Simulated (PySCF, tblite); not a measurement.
Compound: C₄H₅ClOSi.
Numbering: `[Cl:1][SiH2:2][c:3]1[cH:4][cH:5][cH:6][o:7]1` (hydrogens: H8, H9 on Si2; H10 on C4; H11 on C5; H12 on C6)

Structure used (GFN2-xTB), in Å, numbered top down from 1:
```
atom  x, y, z in Å
Cl1    2.7561    1.7704   -0.2686
Si2    2.1187   -0.0742    0.2258
C3     0.2578   -0.0691    0.0448
C4    -0.6527    0.8913   -0.3151
C5    -1.9257    0.2842   -0.2683
C6    -1.7055   -1.0039    0.1154
O7    -0.4000   -1.2269    0.3064
H8     2.7225   -1.0424   -0.6875
H9     2.5037   -0.3488    1.6091
H10   -0.4292    1.9051   -0.5791
H11   -2.8695    0.7390   -0.4891
H12   -2.3750   -1.8254    0.2801
```

The calculation used PBE0/pcSseg-1 in PySCF (dipole) on a GFN2-xTB geometry, gas phase.

Take the most abundant isotopes and a rigid rotor. The values belong to one conformer with, in the numbering `[Cl:1][SiH2:2][c:3]1[cH:4][cH:5][cH:6][o:7]1`, Cl1–Si2–C3–C4 -1°.

Give the principal moments of inertia and the rotational constants in GHz.

Ia = 99.94, Ib = 497.51, Ic = 591.58 u·Å²; 505379 MHz·u·Å²/I gives 5057, 1016 and 854.3 MHz, that is A = 5.0566, B = 1.0158, C = 0.8543 GHz.

Classify the top.

A near-prolate asymmetric top: κ = (2 × 1016 − 5057 − 854.3)/(5057 − 854.3) = -0.92.

What does the inertial defect say?

Not planar: Δ = Ic − Ia − Ib = -5.87 u·Å². For a rigid frame Δ = −2 Σ m c², so Σ m c² = 2.93 u·Å² lies off the ab plane: 2.93 from hydrogen and 0.01 from heavier atoms. The atom farthest from that plane is 1.22 Å away.

List the rotational levels J(Ka,Kc) to J = 3 (MHz).

Above 0(0,0):
J = 1: 1(0,1) 1870, 1(1,1) 5911, 1(1,0) 6072
J = 2: 2(0,2) 5606, 2(1,2) 9490, 2(1,1) 9974, 2(2,1) 22097, 2(2,0) 22101
J = 3: 3(0,3) 11197, 3(1,3) 14855, 3(1,2) 15824, 3(2,2) 27707, 3(2,1) 27731, 3(3,1) 48318, 3(3,0) 48318
Those of J = 1 are B + C, A + C and A + B.

Predict some low-J microwave lines.

The dipole components are |μa| = 1.59 D, |μb| = 0.13 D, |μc| = 0.00 D; the mirror of this Cs structure is the ab plane, so μc vanishes by symmetry (the 0.01 D computed is a residue) and there are no c-type lines. Intensities carry the squares of the components, which stand as 1.00 : 0.01 (a : b). Some lines, for components of 0.1 D or more:

```csv
type,branch,"J(Ka,Kc)",MHz,lower level (cm⁻¹)
a,Q,"4(1,3) ← 4(1,4)",1615,0.734
a,R,"2(1,1) ← 1(1,0)",3902,0.203
b,Q,"1(1,0) ← 1(0,1)",4202,0.062
b,R,"1(1,1) ← 0(0,0)",5911,0.000
b,R,"3(1,3) ← 2(0,2)",9249,0.187
b,R,"4(1,4) ← 3(0,3)",10806,0.373
b,Q,"4(2,2) ← 4(1,3)",11637,0.788
b,Q,"2(2,0) ← 2(1,1)",12127,0.333
b,Q,"4(3,2) ← 4(2,3)",20624,1.174
b,R,"3(3,1) ← 2(2,0)",26216,0.737
b,R,"4(3,2) ← 3(2,1)",28077,0.925
b,Q,"4(4,0) ← 4(3,1)",28842,1.862
b,Q,"4(4,1) ← 4(3,2)",28843,1.862
```

Estimate the classical rotational partition function at 50 K, 100 K and 500 K.

Point group Cs, symmetry number σ = 1; q = (√π/σ)·√((kT/h)³/(ABC)), k/h = 20836.6 MHz/K: 28500 at 50 K, 80500 at 100 K, 900000 at 500 K.

Its GFN2-xTB frequencies are all real (lowest 30 cm⁻¹). Constants of a rigid frame at the computed geometry: no zero-point averaging, no centrifugal distortion. Quadrupole hyperfine structure (35Cl) is left out.

On an Arm Neoverse V1 with one thread, on a shared host, this took 29 s of wall time. This is the PBE0/pcSseg-1 job that gave the dipole, with the shieldings it also computed.
